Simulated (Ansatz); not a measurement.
Ansatz (an electronic-structure program) job for CH3Si, SMILES C=[SiH], multiplicity 2, B3LYP-D3(BJ)/def2-TZVP. 

Ansatz 0.2 input:
```yaml
crystal:
  periodic: [false, false, false]
  atoms:
    - {symbol: C, position_ang: [-1.05547505, 0.35467271, 0.25105124]}
    - {symbol: Si, position_ang: [0.55804250, -0.26627933, -0.14027863]}
    - {symbol: H, position_ang: [-1.91601399, -0.29811128, 0.21763000]}
    - {symbol: H, position_ang: [-1.29780693, 1.37421771, -0.02453474]}
    - {symbol: H, position_ang: [1.73407629, 0.52376787, 0.26449812]}
basis:
  gaussian:
    orbitals: def2-TZVP
hamiltonian:
  xc: b3lyp
  dispersion: d3bj
magnetization: {spin_polarized: true, initial_magnetization: 1}
relax: {f_tol: 0.002, max_steps: 200}
```

It prints:

```
WARN ansatz: RAYON_NUM_THREADS=1 ignored (pool sized by the plan → 1); use --threads N
Functional definition: B3LYP
integrals: 0.02 GiB planned
573 factors; their error is unknown
mean field: 0.24 GiB planned
mean field evaluation 1: about -8950.1459 eV, gradient 4.7e1 eV
mean field evaluation 2: about -8907.5317 eV, gradient 8.0e1 eV
mean field evaluation 4: about -8961.2376 eV, gradient 7.1e0 eV
mean field evaluation 8: about -8961.6126 eV, gradient 1.6e-1 eV
mean field evaluation 16: about -8961.6358 eV, gradient 3.2e-3 eV
mean field -8961.63580723 eV, -329.3340415006 hartree, gradient 3.9e-5 eV, S^2 0.771342; 2 other end points of the search recorded, 0 dependent functions left out
the calculation of the forces begins
reference -8961.63602050 eV, -329.3340493382 hartree; 12, 11 occupied and 74, 75 virtual orbitals, 573 factors
relax step   1: F+E_penalty+E_count = -8961.76828940 eV  Δ(F+E_penalty+E_count) = +0.000e0 eV  max|allowed force component| = 1.078e0 eV/Å  Δτ_max = 0.0000 Å  (51 SCF iters, accepted)
these checks for a lower state are left out or cut short: starts, cluster_reference, orbital_swaps, neighbouring_geometries, increment
integrals: 0.02 GiB planned
573 factors; their error is unknown
mean field: 0.24 GiB planned
mean field evaluation 32: about -8961.6782 eV, gradient 8.6e-3 eV
mean field -8961.69737599 eV, -329.3363041109 hartree, gradient 3.1e-5 eV, S^2 0.761722; 0 other end points of the search recorded, 0 dependent functions left out
the calculation of the forces begins
reference -8961.69758416 eV, -329.3363117612 hartree; 12, 11 occupied and 74, 75 virtual orbitals, 573 factors
relax step   2: F+E_penalty+E_count = -8961.83023670 eV  Δ(F+E_penalty+E_count) = -6.195e-2 eV  max|allowed force component| = 7.257e-1 eV/Å  Δτ_max = 0.1159 Å  (48 SCF iters, accepted)
these checks for a lower state are left out or cut short: starts, cluster_reference, orbital_swaps, neighbouring_geometries, increment
integrals: 0.02 GiB planned
573 factors; their error is unknown
mean field: 0.24 GiB planned
mean field -8961.70653430 eV, -329.3366406728 hartree, gradient 3.9e-5 eV, S^2 0.765833; 0 other end points of the search recorded, 0 dependent functions left out
the calculation of the forces begins
reference -8961.70674461 eV, -329.3366484013 hartree; 12, 11 occupied and 74, 75 virtual orbitals, 573 factors
relax step   3: F+E_penalty+E_count = -8961.83948574 eV  Δ(F+E_penalty+E_count) = -9.249e-3 eV  max|allowed force component| = 5.768e-1 eV/Å  Δτ_max = 0.0665 Å  (40 SCF iters, accepted)
these checks for a lower state are left out or cut short: starts, cluster_reference, orbital_swaps, neighbouring_geometries, increment
integrals: 0.02 GiB planned
573 factors; their error is unknown
mean field: 0.24 GiB planned
mean field -8961.71629247 eV, -329.3369992788 hartree, gradient 2.3e-5 eV, S^2 0.763390; 0 other end points of the search recorded, 0 dependent functions left out
the calculation of the forces begins
reference -8961.71650231 eV, -329.3370069902 hartree; 12, 11 occupied and 74, 75 virtual orbitals, 573 factors
relax step   4: F+E_penalty+E_count = -8961.84936135 eV  Δ(F+E_penalty+E_count) = -9.876e-3 eV  max|allowed force component| = 4.002e-1 eV/Å  Δτ_max = 0.0143 Å  (44 SCF iters, accepted)
these checks for a lower state are left out or cut short: starts, cluster_reference, orbital_swaps, neighbouring_geometries, increment
integrals: 0.02 GiB planned
573 factors; their error is unknown
mean field: 0.24 GiB planned
mean field -8961.71489517 eV, -329.3369479289 hartree, gradient 5.7e-6 eV, S^2 0.761243; 0 other end points of the search recorded, 0 dependent functions left out
the calculation of the forces begins
reference -8961.71509930 eV, -329.3369554305 hartree; 12, 11 occupied and 74, 75 virtual orbitals, 573 factors
relax step   5: F+E_penalty+E_count = -8961.84814075 eV  Δ(F+E_penalty+E_count) = +1.221e-3 eV  max|allowed force component| = 7.042e-1 eV/Å  Δτ_max = 0.1942 Å  (48 SCF iters, rejected (line search))
these checks for a lower state are left out or cut short: starts, cluster_reference, orbital_swaps, neighbouring_geometries, increment
integrals: 0.02 GiB planned
573 factors; their error is unknown
mean field: 0.24 GiB planned
mean field evaluation 64: about -8961.7013 eV, gradient 2.5e-1 eV
mean field -8961.72939731 eV, -329.3374808726 hartree, gradient 2.7e-5 eV, S^2 0.755974; 0 other end points of the search recorded, 0 dependent functions left out
the calculation of the forces begins
reference -8961.72960195 eV, -329.3374883932 hartree; 12, 11 occupied and 74, 75 virtual orbitals, 573 factors
relax step   6: F+E_penalty+E_count = -8961.86289448 eV  Δ(F+E_penalty+E_count) = -1.353e-2 eV  max|allowed force component| = 4.194e-1 eV/Å  Δτ_max = 0.0967 Å  (46 SCF iters, accepted)
these checks for a lower state are left out or cut short: starts, cluster_reference, orbital_swaps, neighbouring_geometries, increment
integrals: 0.02 GiB planned
573 factors; their error is unknown
mean field: 0.24 GiB planned
mean field -8961.74553575 eV, -329.3380739495 hartree, gradient 1.5e-5 eV, S^2 0.761768; 0 other end points of the search recorded, 0 dependent functions left out
the calculation of the forces begins
reference -8961.74574041 eV, -329.3380814704 hartree; 12, 11 occupied and 74, 75 virtual orbitals, 573 factors
relax step   7: F+E_penalty+E_count = -8961.87850563 eV  Δ(F+E_penalty+E_count) = -1.561e-2 eV  max|allowed force component| = 2.408e-1 eV/Å  Δτ_max = 0.0997 Å  (44 SCF iters, accepted)
these checks for a lower state are left out or cut short: starts, cluster_reference, orbital_swaps, neighbouring_geometries, increment
integrals: 0.02 GiB planned
573 factors; their error is unknown
mean field: 0.24 GiB planned
mean field -8961.73542724 eV, -329.3377024686 hartree, gradient 1.1e-5 eV, S^2 0.755743; 0 other end points of the search recorded, 0 dependent functions left out
the calculation of the forces begins
reference -8961.73563296 eV, -329.3377100285 hartree; 12, 11 occupied and 74, 75 virtual orbitals, 573 factors
relax step   8: F+E_penalty+E_count = -8961.86827953 eV  Δ(F+E_penalty+E_count) = +1.023e-2 eV  max|allowed force component| = 2.734e-1 eV/Å  Δτ_max = 0.0784 Å  (46 SCF iters, rejected (line search))
these checks for a lower state are left out or cut short: starts, cluster_reference, orbital_swaps, neighbouring_geometries, increment
integrals: 0.02 GiB planned
573 factors; their error is unknown
mean field: 0.24 GiB planned
mean field -8961.74846655 eV, -329.3381816544 hartree, gradient 1.8e-5 eV, S^2 0.762472; 0 other end points of the search recorded, 0 dependent functions left out
the calculation of the forces begins
reference -8961.74867053 eV, -329.3381891504 hartree; 12, 11 occupied and 74, 75 virtual orbitals, 573 factors
relax step   9: F+E_penalty+E_count = -8961.88149486 eV  Δ(F+E_penalty+E_count) = -2.989e-3 eV  max|allowed force component| = 8.082e-2 eV/Å  Δτ_max = 0.0369 Å  (36 SCF iters, accepted)
these checks for a lower state are left out or cut short: starts, cluster_reference, orbital_swaps, neighbouring_geometries, increment
integrals: 0.02 GiB planned
573 factors; their error is unknown
mean field: 0.24 GiB planned
mean field evaluation 96: about -8961.7461 eV, gradient 1.5e-1 eV
mean field -8961.74618514 eV, -329.3380978142 hartree, gradient 2.9e-5 eV, S^2 0.762700; 0 other end points of the search recorded, 0 dependent functions left out
the calculation of the forces begins
reference -8961.74638902 eV, -329.3381053065 hartree; 12, 11 occupied and 74, 75 virtual orbitals, 573 factors
relax step  10: F+E_penalty+E_count = -8961.87919866 eV  Δ(F+E_penalty+E_count) = +2.296e-3 eV  max|allowed force component| = 3.612e-1 eV/Å  Δτ_max = 0.0411 Å  (41 SCF iters, rejected (line search))
these checks for a lower state are left out or cut short: starts, cluster_reference, orbital_swaps, neighbouring_geometries, increment
integrals: 0.02 GiB planned
573 factors; their error is unknown
mean field: 0.24 GiB planned
mean field -8961.74865555 eV, -329.3381886002 hartree, gradient 1.5e-5 eV, S^2 0.762398; 0 other end points of the search recorded, 0 dependent functions left out
the calculation of the forces begins
reference -8961.74885956 eV, -329.3381960972 hartree; 12, 11 occupied and 74, 75 virtual orbitals, 573 factors
relax step  11: F+E_penalty+E_count = -8961.88175866 eV  Δ(F+E_penalty+E_count) = -2.638e-4 eV  max|allowed force component| = 1.173e-1 eV/Å  Δτ_max = 0.0065 Å  (39 SCF iters, accepted)
these checks for a lower state are left out or cut short: starts, cluster_reference, orbital_swaps, neighbouring_geometries, increment
integrals: 0.02 GiB planned
573 factors; their error is unknown
mean field: 0.24 GiB planned
mean field -8961.74927030 eV, -329.3382111915 hartree, gradient 1.9e-5 eV, S^2 0.762953; 0 other end points of the search recorded, 0 dependent functions left out
the calculation of the forces begins
reference -8961.74947473 eV, -329.3382187045 hartree; 12, 11 occupied and 74, 75 virtual orbitals, 573 factors
relax step  12: F+E_penalty+E_count = -8961.88226142 eV  Δ(F+E_penalty+E_count) = -5.028e-4 eV  max|allowed force component| = 5.709e-2 eV/Å  Δτ_max = 0.0172 Å  (40 SCF iters, accepted)
these checks for a lower state are left out or cut short: starts, cluster_reference, orbital_swaps, neighbouring_geometries, increment
integrals: 0.02 GiB planned
573 factors; their error is unknown
mean field: 0.24 GiB planned
mean field -8961.74943446 eV, -329.3382172246 hartree, gradient 1.4e-5 eV, S^2 0.762784; 0 other end points of the search recorded, 0 dependent functions left out
the calculation of the forces begins
reference -8961.74963878 eV, -329.3382247329 hartree; 12, 11 occupied and 74, 75 virtual orbitals, 573 factors
relax step  13: F+E_penalty+E_count = -8961.88244375 eV  Δ(F+E_penalty+E_count) = -1.823e-4 eV  max|allowed force component| = 1.014e-2 eV/Å  Δτ_max = 0.0049 Å  (38 SCF iters, accepted)
these checks for a lower state are left out or cut short: starts, cluster_reference, orbital_swaps, neighbouring_geometries, increment
integrals: 0.02 GiB planned
573 factors; their error is unknown
mean field: 0.24 GiB planned
mean field -8961.74943868 eV, -329.3382173795 hartree, gradient 2.6e-5 eV, S^2 0.762786; 0 other end points of the search recorded, 0 dependent functions left out
the calculation of the forces begins
reference -8961.74964297 eV, -329.3382248872 hartree; 12, 11 occupied and 74, 75 virtual orbitals, 573 factors
relax step  14: F+E_penalty+E_count = -8961.88244780 eV  Δ(F+E_penalty+E_count) = -4.046e-6 eV  max|allowed force component| = 1.615e-3 eV/Å  Δτ_max = 0.0009 Å  (30 SCF iters, accepted)
integrals: 0.02 GiB planned
573 factors; their error is unknown
mean field: 0.24 GiB planned
mean field evaluation 128: about -8961.7303 eV, gradient 1.5e-1 eV
mean field -8961.74943868 eV, -329.3382173795 hartree, gradient 2.8e-5 eV, S^2 0.762786; 5 other end points of the search recorded, 0 dependent functions left out
the calculation of the forces begins
reference -8961.74964297 eV, -329.3382248872 hartree; 12, 11 occupied and 74, 75 virtual orbitals, 573 factors
Total energy: -8961.88265209 eV, -329.3431128822 hartree
Atom 0 at    -1.057809     0.315386     0.118602 Å, force    -0.000261    -0.001615    -0.000014 eV/Å
Atom 1 at     0.529782    -0.311531     0.098950 Å, force     0.000147     0.000004    -0.000201 eV/Å
Atom 2 at    -1.947910    -0.298431     0.118431 Å, force     0.000329     0.000366     0.000128 eV/Å
Atom 3 at    -1.220381     1.389185     0.132786 Å, force    -0.000225     0.001248    -0.000063 eV/Å
Atom 4 at     1.719141     0.593659     0.099597 Å, force     0.000010    -0.000004     0.000150 eV/Å
Dipole moment:     0.130747    -0.046359    -0.001531 e Å
```

Self-consistency was reached.

Cost: roughly 18 core-seconds.
